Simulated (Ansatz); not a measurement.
Born–Oppenheimer molecular dynamics of C2H5BF2 (10 atoms, charge 0, multiplicity 1). It starts from a relaxed structure.

Computed with Ansatz 0.2.0, RKS PBE-D4/STO-3G.

| Quantity | Value |
| --- | --- |
| ensemble | NVT, Langevin thermostat |
| time step | 0.5 fs |
| steps asked | 600 |
| set temperature | 200 K |
| friction | 0.001 /fs |
| seed | 478025 |

Frames 10 fs apart, positions in Å, forces in eV/Å.

Velocities at 75.0 fs (Å/ps):

```
C -2.88 -0.16 -0.30
C 5.02 -2.11 2.82
F -2.43 1.96 0.58
B 4.80 4.12 -1.50
F -0.29 -1.72 -3.79
H -16.29 9.06 -4.26
H 15.44 -7.89 7.62
H 2.36 11.48 -5.40
H 2.19 9.92 6.67
H 13.74 -8.14 2.74
```

```xyz
10
Properties=species:S:1:pos:R:3:forces:R:3 time_fs=75.0 energy_less_start_eV=0.149 T=114
C -0.717 -0.148 1.077 1.90 -1.32 -0.11
C -0.123 0.427 -0.211 -0.28 -0.17 -0.60
F 1.339 0.777 -0.082 0.07 0.35 0.15
B 0.841 -0.303 -1.252 0.12 -0.44 -0.86
F 1.024 0.175 -2.501 -0.13 0.09 0.54
H -0.814 0.600 1.839 0.32 1.05 1.28
H -0.092 -1.030 1.445 -0.95 0.98 -0.31
H -1.733 -0.438 0.883 -1.19 -0.86 -0.52
H -0.687 1.320 -0.567 0.15 0.31 0.13
H 1.284 -1.376 -1.008 -0.01 0.01 0.30
10
Properties=species:S:1:pos:R:3:forces:R:3 time_fs=85.0 energy_less_start_eV=0.182 T=81
C -0.740 -0.140 1.084 2.54 -2.09 -0.59
C -0.106 0.418 -0.216 -0.17 0.09 -0.07
F 1.328 0.810 -0.068 0.81 -0.04 -0.03
B 0.891 -0.296 -1.281 -0.78 0.47 0.53
F 1.023 0.164 -2.526 0.14 0.13 0.09
H -0.808 0.609 1.842 -0.46 1.17 1.14
H -0.148 -1.016 1.518 -0.51 1.00 -0.64
H -1.693 -0.540 0.794 -1.45 -0.24 -0.08
H -0.595 1.386 -0.467 -0.39 0.06 -0.36
H 1.357 -1.307 -0.929 0.29 -0.54 0.01
10
Properties=species:S:1:pos:R:3:forces:R:3 time_fs=95.0 energy_less_start_eV=0.180 T=87
C -0.742 -0.144 1.075 2.18 -1.38 -0.65
C -0.116 0.431 -0.237 0.56 -0.45 0.48
F 1.347 0.847 -0.053 -0.74 -0.08 -0.43
B 0.902 -0.287 -1.267 -0.39 0.87 -0.40
F 1.030 0.165 -2.536 0.00 -0.08 0.90
H -0.933 0.607 1.811 0.19 1.33 1.23
H -0.111 -0.985 1.526 -0.78 1.03 -0.60
H -1.719 -0.518 0.838 -1.21 -0.87 -0.59
H -0.677 1.331 -0.566 -0.03 0.33 -0.12
H 1.432 -1.268 -0.935 0.22 -0.69 0.18
10
Properties=species:S:1:pos:R:3:forces:R:3 time_fs=105.0 energy_less_start_eV=0.177 T=91
C -0.740 -0.131 1.045 3.14 -1.68 -0.23
C -0.114 0.436 -0.244 0.45 -0.34 -0.17
F 1.334 0.880 -0.053 -0.62 -0.02 -0.35
B 0.902 -0.265 -1.253 -0.11 -0.12 -0.17
F 1.035 0.170 -2.511 0.05 0.32 0.15
H -0.850 0.638 1.778 -0.61 1.14 1.19
H -0.055 -0.935 1.494 -0.86 0.97 -0.62
H -1.661 -0.609 0.784 -1.51 -0.45 -0.20
H -0.693 1.286 -0.647 -0.12 0.60 0.05
H 1.416 -1.274 -0.959 0.21 -0.42 0.35
10
Properties=species:S:1:pos:R:3:forces:R:3 time_fs=115.0 energy_less_start_eV=0.166 T=107
C -0.706 -0.122 1.021 2.09 -1.56 0.16
C -0.116 0.451 -0.268 0.04 0.20 0.51
F 1.299 0.911 -0.073 0.59 -0.19 -0.11
B 0.910 -0.281 -1.240 -0.23 0.28 0.15
F 1.045 0.186 -2.481 0.35 -0.14 -0.16
H -0.933 0.611 1.770 0.09 1.15 1.06
H -0.010 -0.925 1.445 -0.92 0.97 -0.39
H -1.643 -0.575 0.782 -1.41 -0.97 -0.52
H -0.626 1.378 -0.567 -0.68 0.36 -0.49
H 1.409 -1.275 -0.836 0.09 -0.09 -0.20
10
Properties=species:S:1:pos:R:3:forces:R:3 time_fs=125.0 energy_less_start_eV=0.156 T=113
C -0.701 -0.126 1.012 2.48 -0.96 0.06
C -0.136 0.503 -0.279 0.40 -1.68 0.31
F 1.289 0.933 -0.103 0.12 0.34 0.07
B 0.902 -0.290 -1.221 -0.02 0.31 -0.04
F 1.072 0.199 -2.455 0.26 -0.31 -0.15
H -0.864 0.618 1.774 -0.46 0.78 0.95
H 0.003 -0.925 1.441 -0.82 1.02 -0.68
H -1.614 -0.614 0.736 -1.44 -0.59 -0.16
H -0.755 1.330 -0.655 -0.13 0.65 -0.19
H 1.446 -1.298 -0.842 -0.39 0.45 -0.18
10
Properties=species:S:1:pos:R:3:forces:R:3 time_fs=135.0 energy_less_start_eV=0.152 T=116
C -0.709 -0.118 1.010 2.36 -1.04 0.33
C -0.160 0.497 -0.284 0.58 -0.31 0.20
F 1.289 0.969 -0.127 -0.49 -0.22 0.25
B 0.884 -0.254 -1.212 0.46 -0.90 0.02
F 1.109 0.200 -2.439 0.12 0.10 -0.68
H -0.900 0.577 1.819 0.05 0.82 0.65
H 0.040 -0.912 1.364 -1.03 0.99 -0.28
H -1.636 -0.615 0.809 -1.29 -0.77 -0.53
H -0.719 1.344 -0.705 -0.46 0.58 0.01
H 1.358 -1.321 -0.874 -0.28 0.74 0.04
10
Properties=species:S:1:pos:R:3:forces:R:3 time_fs=145.0 energy_less_start_eV=0.132 T=132
C -0.715 -0.114 1.024 2.53 -0.84 0.14
C -0.172 0.505 -0.285 0.39 0.05 0.62
F 1.268 0.995 -0.136 -0.28 -0.35 0.29
B 0.878 -0.232 -1.220 0.27 -0.54 0.33
F 1.153 0.202 -2.449 0.05 -0.23 -0.27
H -0.864 0.636 1.801 -0.21 0.41 0.53
H 0.007 -0.918 1.411 -0.93 1.04 -0.47
H -1.641 -0.598 0.783 -1.34 -0.57 -0.19
H -0.737 1.403 -0.570 -0.50 0.47 -0.42
H 1.284 -1.274 -0.749 0.02 0.57 -0.56
10
Properties=species:S:1:pos:R:3:forces:R:3 time_fs=155.0 energy_less_start_eV=0.134 T=148
C -0.705 -0.107 1.037 1.73 -0.25 0.65
C -0.180 0.552 -0.267 0.45 -1.75 -0.06
F 1.240 1.011 -0.128 0.20 0.33 0.27
B 0.881 -0.213 -1.228 0.26 0.04 -0.02
F 1.206 0.193 -2.466 -0.38 -0.01 0.27
H -0.873 0.654 1.809 0.02 0.30 0.45
H -0.029 -0.922 1.479 -0.71 1.07 -0.86
H -1.667 -0.540 0.823 -1.13 -0.65 -0.36
H -0.825 1.384 -0.575 -0.20 0.72 -0.29
H 1.363 -1.223 -0.800 -0.23 0.21 -0.05
10
Properties=species:S:1:pos:R:3:forces:R:3 time_fs=165.0 energy_less_start_eV=0.132 T=143
C -0.712 -0.069 1.050 1.93 -1.14 -0.11
C -0.189 0.541 -0.271 0.56 -0.10 -0.19
F 1.225 1.041 -0.103 0.31 -0.08 -0.05
B 0.895 -0.174 -1.236 0.24 -0.14 0.33
F 1.245 0.187 -2.475 -0.49 0.38 0.13
H -0.837 0.631 1.892 0.02 0.29 0.00
H 0.018 -0.898 1.347 -0.91 0.96 -0.11
H -1.657 -0.544 0.826 -1.04 -0.42 -0.09
H -0.746 1.417 -0.627 -0.67 0.55 -0.15
H 1.365 -1.165 -0.806 0.06 -0.30 0.23
10
Properties=species:S:1:pos:R:3:forces:R:3 time_fs=175.0 energy_less_start_eV=0.108 T=162
C -0.708 -0.062 1.032 2.04 -0.66 0.16
C -0.194 0.552 -0.304 0.52 -0.62 0.36
F 1.219 1.073 -0.082 -0.17 -0.12 -0.30
B 0.936 -0.161 -1.216 -0.35 0.59 -0.35
F 1.267 0.196 -2.473 -0.33 0.08 0.74
H -0.753 0.701 1.829 -0.16 0.14 0.13
H 0.012 -0.879 1.372 -0.79 0.85 -0.35
H -1.682 -0.519 0.904 -0.91 -0.24 -0.23
H -0.816 1.399 -0.624 -0.31 0.61 -0.34
H 1.347 -1.141 -0.743 0.45 -0.62 0.19
10
Properties=species:S:1:pos:R:3:forces:R:3 time_fs=185.0 energy_less_start_eV=0.098 T=174
C -0.686 -0.053 1.000 0.88 0.29 0.59
C -0.190 0.558 -0.332 1.04 -1.12 0.39
F 1.208 1.099 -0.080 -0.07 0.00 -0.34
B 0.963 -0.157 -1.199 -0.15 0.51 -0.38
F 1.277 0.207 -2.449 -0.17 0.19 0.19
H -0.746 0.761 1.749 0.11 -0.09 0.27
H -0.018 -0.877 1.399 -0.59 0.75 -0.57
H -1.701 -0.418 0.888 -0.79 -0.55 -0.27
H -0.810 1.391 -0.692 -0.42 0.51 -0.23
H 1.459 -1.113 -0.749 0.17 -0.49 0.36
```

Of the whole run (300 fs, mean temperature of the second half 134 K): The mean temperature of the second half is 33 % below the set value. A run of 0.3 ps of so small a system gives no equilibrium averages. Limits of this set-up: minimal basis.

Run time: 9.8 min on 1 thread of Arm Neoverse V2, with other jobs on the host, peak memory 0.077 GiB.
